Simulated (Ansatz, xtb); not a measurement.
Pulling on the Sn1–F2 bond in FH3Sn (SMILES [F][SnH3]) (multiplicity 1 held, fragments rigid). Energies count from the point at 1.941 Å.
Geometry at that point (charge 0, multiplicity 1):
```xyz
5

Sn    -0.23519    -0.07216    -0.08673
F      1.51444     0.46467     0.55847
H      0.08985    -1.18217    -1.33959
H     -0.96057     1.37603    -0.61963
H     -0.99948    -0.76769     1.26956
```

R- and RO- levels are restricted; in cc, def2 and unpolarised 6-31G sets they are followed outwards from rest. Left out are points that failed, MP2 points in a non-variational dive below the minimum, coupled-cluster points behind a sign of a changed root (a jump of the amplitudes, or a one-step jump against full CI or MRCI), small-basis points behind a change of solution, and semi-empirical points at long bonds. Levels need not reach the same state.

Frozen-core correlation. Filled d and f shells under p-block atoms count as core.

The values were computed with Ansatz (Gaussian orbitals); xtb for the GFN methods. Values without a source in brackets are computed. In def2 rows elements past Kr take small-core potentials, without spin–orbit coupling. The GFN methods have no spin term and hold the electronic entropy of 300 K.

Energies in kJ/mol.

```
R (Å)  GFN2-xTB  R-MP2/def2-TZVPP  R-SCS-MP2/def2-TZVPP  R-CCSD(T)/def2-TZVPP
-----  --------  ----------------  --------------------  --------------------
1.552       160               339                   338                   336
1.746        23                55                    55                    54
1.941         0                 0                     0                     0
2.135        16                33                    33                    34
2.329        50                97                    97                    98
2.620       113               202                   201                   201
2.911       175               299                   297                   292
3.396       254               428                   426                   402
3.881       299               524                   522                   429
4.463       326               608                   605                   -57
5.239       339               677                   674              left out
6.210  left out               713                   707              left out
```

Doubts at one or more of the structures used: a restricted determinant that unrestricted orbitals would lower (R-MP2/def2-TZVPP, R-SCS-MP2/def2-TZVPP, R-CCSD(T)/def2-TZVPP); T1 above 0.05 (R-CCSD(T)/def2-TZVPP); other coupled-cluster roots lie near (R-CCSD(T)/def2-TZVPP).

Ansatz is a quantum-chemistry and plane-wave program.
